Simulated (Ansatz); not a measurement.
Consider the formal exchange of groups at a C–Sn bond: `N#[C][Sn]([Cl])([Cl])[Cl]` + `OC(F)[SiH3]` → `N#CC(O)(F)[SiH3]` + `[Cl][SnH]([Cl])[Cl]`.

Computed with Ansatz on PBE0-D4/def2-TZVP structures; ΔE is electronic, products minus reactants. CCSD(T)/CBS is the MP2 limit (def2-TZVPP, def2-QZVPP) plus CCSD(T) − MP2 in def2-TZVPP, frozen cores. Functionals use def2-TZVPP. Elements past krypton have def2 core potentials. For Sn outer-core shells are correlated without core-valence functions, which leaves a few kJ/mol of doubt a bond. Each species was taken in one conformer, which may not be the lowest.

`N#[C][Sn]([Cl])([Cl])[Cl]`:

```xyz
6

N    -1.536   -0.555    2.177
C    -0.888   -0.317    1.255
Sn    0.292    0.106   -0.414
Cl   -0.087   -1.482   -2.010
Cl    2.488    0.080    0.208
Cl   -0.269    2.168   -1.216
```

`OC(F)[SiH3]`:

Cartesian coordinates in Å:
```
O 0.578 0.434 -1.460
C -0.362 0.430 -0.454
F -0.540 1.726 0.039
Si 0.256 -0.688 0.969
H 0.217 0.871 -2.239
H -1.353 0.130 -0.823
H 1.588 -0.210 1.410
H -0.722 -0.607 2.082
H 0.338 -2.086 0.476
```

`N#CC(O)(F)[SiH3]`:

Cartesian coordinates in Å:
```
N -1.729 1.780 -1.049
C -0.962 0.944 -0.868
C -0.005 -0.132 -0.560
O -0.573 -1.374 -0.693
F 1.053 0.012 -1.452
Si 0.693 0.026 1.237
H -1.041 -1.436 -1.535
H 1.634 -1.103 1.415
H -0.448 -0.051 2.176
H 1.378 1.335 1.328
```

`[Cl][SnH]([Cl])[Cl]`:

Z-matrix (Å, degrees):
```
Sn
Cl 1 2.300
Cl 1 2.300 2 107.4
Cl 1 2.300 2 107.4 3 115.3
H 1 1.692 2 111.5 3 -122.4
```

```tsv
level	ΔE (eV)
PBE-D4	0.13
MP2/def2-TZVPP	0.32
```

Question: What does CCSD(T)/CBS give? (Estimate.)

Answer: Ansatz gave: +0.31 eV. The listed levels differ from it by -0.18, 0.01 eV.

Largest T1 diagnostic among the species: 0.014.

Leaving LDA and LC-ωPBE aside and taking each functional with its dispersion term where it has one, the values, not all of them listed here, spread over 0.13 eV, from PBE-D4 to B2PLYP. LDA lies −0.18 eV from PBE without D4. At CCSD(T), def2-SVP lies −0.13 eV from the extrapolated value and def2-TZVPP −0.00 eV.
